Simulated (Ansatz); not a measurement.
CH5FMoN2O, SMILES `C[N]=[Mo]([NH2])(=[O])[F]`, 11 atoms. Total charge 0; spin multiplicity 1. Correlated methods include outer-core shells of Mo, which these sets cover unevenly. Mo: def2 effective core potential. All runs use 4 threads of an Arm Neoverse V2 on a shared host. Correlated methods freeze the cores.

(1) How many basis functions does each run have, and how long does it take in Ansatz? RHF-CCSD(T)/def2-SVP energy; RHF-CCSD(T)/def2-TZVPP energy; RKS ωB97M-V/def2-TZVPP energy and forces; RKS PBE0-D4/def2-TZVP relaxation (9 steps); RKS ωB97M-V/def2-SVP energy; RHF-MP2/def2-QZVPP energy; RKS PBE0-D4/def2-QZVPP energy; direct RPA on PBE orbitals/def2-TZVPP energy; RKS B3LYP-D4/def2-TZVPP energy and forces; RKS ωB97M-V/def2-QZVPP energy; RKS PBE0-D4/def2-TZVP frequencies; RKS PBE0-D4/def2-SVP energy. (Best estimate.)

## Answers

(1) Computed: Other jobs shared the machine, so times are rough.

| level | job | functions | wall time | peak host memory (GiB) |
| --- | --- | --- | --- | --- |
| RKS PBE0-D4/def2-SVP | energy | 126 | 1.8 s | 0.31 |
| RKS B3LYP-D4/def2-TZVPP | energy and forces | 281 | 7 s | 0.83 |
| RKS ωB97M-V/def2-SVP | energy | 126 | 7.5 s | 0.44 |
| direct RPA on PBE orbitals/def2-TZVPP | energy | 281 | 11 s | 0.83 |
| RKS PBE0-D4/def2-QZVPP | energy | 516 | 12 s | 1.9 |
| RKS ωB97M-V/def2-TZVPP | energy and forces | 281 | 17 s | 1.1 |
| RKS ωB97M-V/def2-QZVPP | energy | 516 | 27 s | 2.3 |
| RHF-CCSD(T)/def2-SVP | energy | 126 | 32 s | 1 |
| RHF-MP2/def2-QZVPP | energy | 516 | 38 s | 3.4 |
| RKS PBE0-D4/def2-TZVP | relaxation (9 steps) | 225 | 48 s | 0.62 |
| RKS PBE0-D4/def2-TZVP | frequencies | 225 | 3.8 min | 0.62 |
| RHF-CCSD(T)/def2-TZVPP | energy | 281 | 14 min | 9.5 |

B3LYP here is the variant with VWN-RPA as its local correlation; programs differ in this.
